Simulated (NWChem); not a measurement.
Species: GaSiH3OF2; SMILES [SiH3][O][Ga]([F])[F]

```xyz
8

Ga    -0.0147     0.7214    -0.0009
F     -1.0638     2.1205     0.0037
F      1.7195     0.9900    -0.0001
O     -0.7070    -0.9087    -0.0073
Si    -0.0206    -2.4525     0.0026
H      0.8529    -2.6581    -1.2051
H     -1.1565    -3.4314    -0.0223
H      0.8033    -2.6630     1.2439
```
Atoms are numbered in this order, from 1.

Program: NWChem. Pople sets run with spherical d functions. Coordinates come from a PBE-D3(BJ)/def2-SVP optimisation. Level M06-2X/6-31G*: energy and gradient on several grids; changes count from the extra-fine grid, which is no exact limit either.

```
grid     size of the energy change (μHa)  largest change of a gradient component (μHa/bohr)
-------  -------------------------------  -------------------------------------------------
xcoarse                            20000                                               3000
coarse                               400                                                500
medium                               300                                                200
fine                                  10                                                 80
xfine                               < 10                                               < 30
```
